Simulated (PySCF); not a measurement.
A structure optimised at PBE-D3(BJ)/def2-SVP, used in a PySCF frequency run:

```
N
C 1 1.4541
H 2 1.1091 1 109.77
H 2 1.1121 3 106.76 1 -120.99
H 2 1.1172 3 107.05 4 -114.62
C 1 1.4729 2 117.30 3 -173.22
H 6 1.1132 1 105.55 2 179.63
C 6 1.5360 7 106.89 1 119.22
H 8 1.1079 6 110.57 7 -63.32
H 8 1.1084 9 108.52 6 -121.37
H 8 1.1095 9 108.18 10 -115.88
C 6 1.5382 7 107.34 1 -120.97
H 12 1.1088 6 111.01 7 61.74
H 12 1.1089 13 108.09 6 121.94
H 12 1.1098 13 107.92 14 115.75
Si 1 1.7495 2 119.56 3 28.01
H 16 1.5052 1 107.85 2 -161.82
H 16 1.5056 17 111.05 7 -142.19
H 16 1.5176 17 107.03 7 101.59
```

### Question
Write its SMILES and formula.

### Answer
CC(C)N(C)[SiH3], C₄H₁₃NSi

### Question
What are its rotational constants (standard atomic weights)?

### Answer
3.8264, 1.7738, 1.6544 GHz
